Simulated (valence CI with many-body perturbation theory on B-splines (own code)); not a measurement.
## Which ion has this spectrum?

A relativistic CI+MBPT calculation for an atom or ion with 14 electrons gives these levels (eV):

| J | Parity | E | g |
| --- | --- | --- | --- |
| 0 | even | 0.00 |  |
| 1 | even | 50.04 | 1.50 |
| 2 | even | 55.79 | 1.20 |
| 2 | even | 109.99 | 1.29 |
| 0 | even | 122.73 |  |
| 2 | odd | 140.02 | 1.67 |
| 1 | odd | 158.13 | 0.93 |
| 2 | odd | 182.38 | 0.79 |
| 2 | odd | 184.09 | 1.48 |
| 3 | odd | 193.53 | 1.29 |
| 1 | odd | 205.24 | 1.01 |
| 0 | odd | 208.00 |  |
| 2 | odd | 210.32 | 1.11 |
| 3 | odd | 211.01 | 1.14 |

The energies are calculated, and their last digits are not significant.

(1) Which is it?
A. In35+
B. Sn36+
C. Sb37+
D. Cd34+

## Answers

(1) B. Sn36+, ground level (3s^2 3p1/2^2) J=0.
